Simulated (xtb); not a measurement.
CH$_{3}$AlF$_{2}$, charge -1, doublet, geometry from GFN2-xTB (such geometries of metal compounds can be far from the true shape) (a state made from the parent by changing its charge; the spin is typed, not shown lowest), atoms displaced at random by about 0.05 Å a coordinate; GFN1-xTB in xtb.

Input for xtb:
```
$ xtb mol.xyz --gfn 1 --chrg -1 --uhf 1 --opt --input xcontrol --json

# file mol.xyz
7

Al    -0.05133519     0.22714328    -0.10346184
C     -1.56336696    -1.39112556    -0.05999006
H     -1.28784020    -2.28953534    -0.64674221
H     -2.57326837    -1.10571508    -0.46600534
H     -1.64150981    -1.72404336     1.09007988
F      0.54271933     1.89644371    -0.47981485
F      1.24633896    -0.69529071     0.56592133

# file xcontrol
$opt
  engine=lbfgs
$end
```

Question: Predict the main parts of the log of this xtb run.

Answer: 
```
   ID    Z sym.   atoms
    1   13 Al     1
    2    6 C      2
    3    1 H      3-5
    4    9 F      6, 7

           -------------------------------------------------
          |                Calculation Setup                |
           -------------------------------------------------

           -------------------------------------------------
          |                 G F N 1 - x T B                 |
           -------------------------------------------------

          ...................................................
          :                      SETUP                      :
          :.................................................:
          :  # basis functions                  28          :
          :  # atomic orbitals                  27          :
          :  # shells                           15          :
          :  # electrons                        25          :
          :  # halogen bonds                     0          :
          :  max. iterations                   250          :
          :  Hamiltonian                  GFN1-xTB          :
          :  restarted?                      false          :
          :  GBSA solvation                  false          :
          :  PC potential                    false          :
          :  electronic temp.          300.0000000     K    :
          :  accuracy                    1.0000000          :
          :  -> integral cutoff          0.2500000E+02      :
          :  -> integral neglect         0.1000000E-07      :
          :  -> SCF convergence          0.1000000E-05 Eh   :
          :  -> wf. convergence          0.2000000E-04 e    :
          :  Broyden damping             0.4000000          :
          :  net charge                         -1          :
          :  unpaired electrons                  1          :
          ...................................................

 iter      E             dE          RMSdq      gap      omega  full diag
   1    -15.6611855 -0.156612E+02  0.632E+00    4.66       0.0  T
   2    -15.6685958 -0.741034E-02  0.395E+00    4.50       1.0  T
   3    -15.6687589 -0.163070E-03  0.292E-01    4.70       1.0  T
   4    -15.6688971 -0.138219E-03  0.784E-02    4.66       1.0  T
   5    -15.6689038 -0.671465E-05  0.137E-02    4.64       2.8  T
   6    -15.6689041 -0.314067E-06  0.109E-03    4.64      34.5  T
   7    -15.6689041 -0.228008E-08  0.144E-04    4.64     263.3  T
   8    -15.6689041 -0.456364E-10  0.292E-05    4.64    1294.3  T

   *** convergence criteria satisfied after 8 iterations ***

         :::::::::::::::::::::::::::::::::::::::::::::::::::::
         ::                     SUMMARY                     ::
         :::::::::::::::::::::::::::::::::::::::::::::::::::::
         :: total energy             -15.628355741019 Eh    ::
         :: gradient norm              0.075689726673 Eh/a0 ::
         :: HOMO-LUMO gap              4.638372598224 eV    ::
         ::.................................................::
         :: SCC energy               -15.668904145962 Eh    ::
         :: -> electrostatic           0.178146102187 Eh    ::
         :: repulsion energy           0.041834859570 Eh    ::
         :: dispersion energy         -0.001286454627 Eh    ::
         :: halogen bond corr.         0.000000000000 Eh    ::
         :: add. restraining           0.000000000000 Eh    ::
         :: total charge              -1.000000000000 e     ::
         :::::::::::::::::::::::::::::::::::::::::::::::::::::

      -----------------------------------------------------------
     |                       L-ANC optimizer                     |
      -----------------------------------------------------------
          low memory version by Sebastian Ehlert

          ...................................................
          :                      SETUP                      :
          :.................................................:
          :   energy convergence        0.5000000E-05 Eh    :
          :   grad. convergence         0.1000000E-02 Eh/a0 :
          :   optimization log               true           :
          :   writing optlog all                1     steps :
          :   Hessian reset                    20     steps :
          :   maximium step len.        1.0000000     a0    :
          :   LBFGS images                     20           :
          ...................................................
 * calculating model hessian...
Using Lindh-Hessian (1995)
 Shifting diagonal of input Hessian by    1.0136543429107405E-002
 Lowest  eigenvalues of input Hessian
    0.010000    0.000000    0.000000    0.000000    0.000000    0.000000
    0.000000    0.011461    0.014961    0.019647    0.023085    0.033658
    0.070500    0.071518    0.091171    0.140204    0.533570    0.771722
 Highest eigenvalues
    0.140204    0.533570    0.771722    0.873146    0.926607    1.115758

........................................................................
.............................. CYCLE    1 ..............................
........................................................................

 iter      E             dE          RMSdq      gap      omega  full diag
   1    -15.6868610 -0.156869E+02  0.239E-01    4.95       0.0  T
   2    -15.6868810 -0.200594E-04  0.126E-01    4.95       1.0  T
   3    -15.6868823 -0.122322E-05  0.310E-02    4.94       1.2  T
   4    -15.6868826 -0.372349E-06  0.632E-03    4.94       6.0  T
   5    -15.6868827 -0.443456E-07  0.591E-04    4.94      63.9  T
   6    -15.6868827 -0.638186E-09  0.712E-05    4.94     530.6  T
   7    -15.6868827 -0.146656E-10  0.217E-05    4.94    1739.5  T
 * total energy  :   -15.6385536 Eh     change       -0.1019782E-01 Eh
   gradient norm :     0.0339898 Eh/a0  converged?    E=F G=F D=F
   step length   :     0.3100188 a0

........................................................................
[...]
 * total energy  :   -15.6448180 Eh     change        0.2231517E-03 Eh
 * total energy  :   -15.6463308 Eh     change       -0.1512776E-02 Eh
 * total energy  :   -15.6469718 Eh     change       -0.6410780E-03 Eh
 * total energy  :   -15.6469167 Eh     change        0.5511550E-04 Eh
 * total energy  :   -15.6484669 Eh     change       -0.1550158E-02 Eh
 * total energy  :   -15.6488452 Eh     change       -0.3783682E-03 Eh
 * total energy  :   -15.6491566 Eh     change       -0.3113793E-03 Eh
 * total energy  :   -15.6492928 Eh     change       -0.1361561E-03 Eh
 * total energy  :   -15.6493313 Eh     change       -0.3855768E-04 Eh
 * total energy  :   -15.6493588 Eh     change       -0.2741851E-04 Eh
 * total energy  :   -15.6493658 Eh     change       -0.7043034E-05 Eh
 * total energy  :   -15.6493719 Eh     change       -0.6066850E-05 Eh
 * total energy  :   -15.6493768 Eh     change       -0.4959565E-05 Eh
   *** GEOMETRY OPTIMIZATION CONVERGED AFTER 22 CYCLES ***
[...]
          :  accuracy                    1.0000000          :
          :  -> integral cutoff          0.2500000E+02      :
          :  -> integral neglect         0.1000000E-07      :
          :  -> SCF convergence          0.1000000E-05 Eh   :
          :  -> wf. convergence          0.2000000E-04 e    :
          :  Broyden damping             0.4000000          :
          :  net charge                         -1          :
          :  unpaired electrons                  1          :
          ...................................................

 iter      E             dE          RMSdq      gap      omega  full diag
   1    -15.7016509 -0.157017E+02  0.754E-07    5.36       0.0  T
   2    -15.7016509 -0.106581E-13  0.282E-07    5.36  100000.0  T
   3    -15.7016509  0.710543E-14  0.524E-08    5.36  100000.0  T

   *** convergence criteria satisfied after 3 iterations ***

         :::::::::::::::::::::::::::::::::::::::::::::::::::::
         ::                     SUMMARY                     ::
         :::::::::::::::::::::::::::::::::::::::::::::::::::::
         :: total energy             -15.649376827248 Eh    ::
         :: gradient norm              0.000338468248 Eh/a0 ::
         :: HOMO-LUMO gap              5.364397895133 eV    ::
         ::.................................................::
         :: SCC energy               -15.701650877965 Eh    ::
         :: -> electrostatic           0.182199294337 Eh    ::
         :: repulsion energy           0.053605041776 Eh    ::
         :: dispersion energy         -0.001330991059 Eh    ::
         :: halogen bond corr.         0.000000000000 Eh    ::
         :: add. restraining           0.000000000000 Eh    ::
         :: total charge              -1.000000000000 e     ::
         :::::::::::::::::::::::::::::::::::::::::::::::::::::

           -------------------------------------------------
          |                Property Printout                |
           -------------------------------------------------

    * Orbital Energies and Occupations

         #    Occupation            Energy/Eh            Energy/eV
      -------------------------------------------------------------
         1        2.0000           -0.5605789             -15.2541
         2        2.0000           -0.5489391             -14.9374
         3        2.0000           -0.4264170             -11.6034
         4        2.0000           -0.3266048              -8.8874
         5        2.0000           -0.3234991              -8.8029
         6        2.0000           -0.2986485              -8.1266
         7        2.0000           -0.2729653              -7.4278
         8        2.0000           -0.2707784              -7.3683
         9        2.0000           -0.2703955              -7.3578
        10        2.0000           -0.2617774              -7.1233
        11        2.0000           -0.2547624              -6.9324
        12        2.0000           -0.2293519              -6.2410
        13        1.0000           -0.1421423              -3.8679 (HOMO)
        14                          0.0549957               1.4965 (LUMO)
        15                          0.0885860               2.4105
        16                          0.0943273               2.5668
        17                          0.1752100               4.7677
        18                          0.1891021               5.1457
        19                          0.2136000               5.8124
        20                          0.2632275               7.1628
        21                          0.2958774               8.0512
        22                          0.3105972               8.4518
        23                          0.4450359              12.1100
        24                          0.4858434              13.2205
       ...                                ...                  ...
        27                          0.7310946              19.8941
      -------------------------------------------------------------
                  HL-Gap            0.1971380 Eh            5.3644 eV
             Fermi-level           -0.1146602 Eh           -3.1201 eV

  Mulliken/CM5 charges         n(s)   n(p)   n(d)
     1Al    0.14673  0.10188   1.573  0.878  0.402
     2C    -0.22526 -0.35322   1.027  3.199  0.000
     3H     0.01691  0.06890   0.983  0.000  0.000
     4H    -0.00291  0.04809   1.003  0.000  0.000
     5H    -0.01559  0.03490   1.016  0.000  0.000
     6F    -0.45984 -0.45015   1.801  5.659  0.000
     7F    -0.46004 -0.45040   1.801  5.659  0.000

Wiberg/Mayer (AO) data.
largest (>0.10) Wiberg bond orders for each atom

 ---------------------------------------------------------------------------
     #   Z sym  total        # sym  WBO       # sym  WBO       # sym  WBO
 ---------------------------------------------------------------------------
     1  13 Al   2.629 --     6 F    0.897     7 F    0.896     2 C    0.733
     2   6 C    3.721 --     5 H    0.968     4 H    0.965     3 H    0.956
                             1 Al   0.733
     3   1 H    1.004 --     2 C    0.956
     4   1 H    1.006 --     2 C    0.965
     5   1 H    1.007 --     2 C    0.968
     6   9 F    0.970 --     1 Al   0.897
     7   9 F    0.970 --     1 Al   0.896
 ---------------------------------------------------------------------------

Topologies differ in total number of bonds
Writing topology from bond orders to xtbtopo.mol

 dipole moment from electron density (au)
     X       Y       Z
  -0.9775  -0.0509   0.6060  total (Debye):    2.926

optimized geometry written to: xtbopt.xyz

           -------------------------------------------------
          | TOTAL ENERGY              -15.649376827248 Eh   |
          | GRADIENT NORM               0.000338468248 Eh/α |
          | HOMO-LUMO GAP               5.364397895133 eV   |
           -------------------------------------------------

normal termination of xtb
```
